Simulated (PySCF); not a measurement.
A structure optimised at PBE0-D3(BJ)/def2-SVP, used in a PySCF frequency run:

```xyz
9

C      1.3642     0.9504     0.0000
C      0.1345     0.4366     0.0000
C     -1.1467     1.1980     0.0000
Cl    -0.0829    -1.2955     0.0000
H      2.2512     0.3156     0.0000
H      1.4968     2.0347     0.0000
H     -1.7486     0.9421     0.8860
H     -0.9544     2.2797     0.0000
H     -1.7486     0.9421    -0.8860
```
Charge 0, spin multiplicity 1.

Question: Write its SMILES, formula and point group.

Answer: C=C(C)Cl, C3H5Cl, Cs

Question: What are its rotational constants (standard atomic weights)?

Answer: 9.2633, 4.9578, 3.2961 GHz
